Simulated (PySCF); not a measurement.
**Assignment exercise: C7H4ClFO**

Geometry:
```csv
atom,x (Å),y (Å),z (Å)
O1,2.966,1.217,-0.373
C2,2.309,0.241,-0.493
F3,2.866,-0.897,-0.957
C4,0.880,0.076,-0.191
C5,0.219,-1.134,-0.379
C6,-1.128,-1.243,-0.084
C7,-1.807,-0.133,0.398
Cl8,-3.484,-0.264,0.764
C9,-1.161,1.081,0.592
C10,0.183,1.180,0.295
H11,0.760,-1.992,-0.757
H12,-1.654,-2.177,-0.226
H13,-1.713,1.931,0.971
H14,0.714,2.114,0.435
```

PySCF 2.14.0 with density-fitted response routines calculation with PBE0-D3(BJ)/def2-TZVP structure and GIAO B97-2/pcSseg-2 shieldings; non-relativistic, equivalent nuclei averaged, isolated molecule, single conformer.

Referencing at the same level of theory: 13C (σref 185.38), 1H (σref 31.64) vs TMS.

Task: Assign these signals to the numbered atoms. 13C{1H} NMR (computed): δ 165.5 (C), 156.3 (C), 140.7 (CH), 136.1 (CH), 129.8 (C).

Result: 
| δ (ppm) | atoms | environment | reason |
| --- | --- | --- | --- |
| 165.5 | C2 | carbonyl carbon | – |
| 156.3 | C7 | aromatic carbon bearing chlorine | – |
| 140.7 | C5/C10 | aromatic CH | – |
| 136.1 | C6/C9 | aromatic CH | the aromatic region |
| 129.8 | C4 | substituted aromatic carbon | – |

Task: Assign these signals to the numbered atoms. 1H NMR (500 MHz, computed): δ 8.37 (m, 2H), 7.71 (d, 2H).

Result: 
| δ (ppm) | atoms | environment | reason |
| --- | --- | --- | --- |
| 8.37 | H11/H14 | hydrogen on an aromatic CH | ring current plus the deshielding of an ortho carbonyl group |
| 7.71 | H12/H13 | hydrogen on an aromatic CH | – |

Carbons that carry Cl, above all several Cl atoms, come out too deshielded, partly because spin–orbit coupling is missing. Splittings by 19F in the carbon and heteronuclear signals aren't shown, as no couplings were computed. Shifts are as computed. Against solution values, carbons near 30 ppm lie about +3 ppm off and those near 130 ppm about +7 ppm; carbons on Cl a further +5 ppm. Of 1309 compounds with measured shifts, 239 miss one by over three times the rms of a fit or turn the order of signals round; such compounds aren't used in these exercises. Multiplicities follow the n + 1 count of equivalent neighbours, as no J values were calculated; m marks all less simple cases, F and P coupling included.
